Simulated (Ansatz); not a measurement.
Species: BHSF, charge 0, doublet. BHSF (SMILES F[B]S, doublet).
B3LYP-D3(BJ)/def2-TZVP minimum from Ansatz (a quantum-chemistry and plane-wave program):
```
B
F 1 1.3109
S 1 1.7999 2 122.27
H 3 1.3423 1 95.10 2 180.00
```
Charge 0, spin multiplicity 2.

Property: atomisation energy (electronic, to ground-state atoms), in kcal/mol. Radicals and triplets start from unrestricted determinants; spin-orbit coupling is neglected. CBS(X,Y): correlation extrapolated as X^-3, Hartree-Fock from the larger set (Q,5: extrapolated as (X+1)exp(-9√X)). A bracket is a step between two methods taken in the basis named. Functionals run without relativity, which enters their misses. '+ core + X2C': CCSD(T) terms for core correlation (cc-pwCVTZ, 1s frozen past Ne) and scalar relativity (cc-pVTZ-DK). Where a partner has so few electrons that a lower coupled-cluster level is exact, that level stands in.

CCSD(T)/CBS(cc-pV(Q+d)Z,cc-pV(5+d)Z) + [CCSDT(Q) - CCSD(T)]/cc-pV(D+d)Z + core + X2C (Ansatz) gives 323.9 kcal/mol.

How far off this value is PBE/def2-TZVPD (Ansatz), in which direction, and which of these levels come nearer: PBE0/def2-TZVPD, CCSD(T)/CBS(cc-pV(Q+d)Z,cc-pV(5+d)Z) + core + X2C?

PBE gives 336.8 kcal/mol, 12.9 kcal/mol above it. Differences of the others: PBE0/def2-TZVPD (Ansatz) 3.1; CCSD(T)/CBS(cc-pV(Q+d)Z,cc-pV(5+d)Z) + core + X2C (Ansatz) -0.6 kcal/mol. Nearer than PBE: PBE0/def2-TZVPD, CCSD(T)/CBS(cc-pV(Q+d)Z,cc-pV(5+d)Z) + core + X2C.
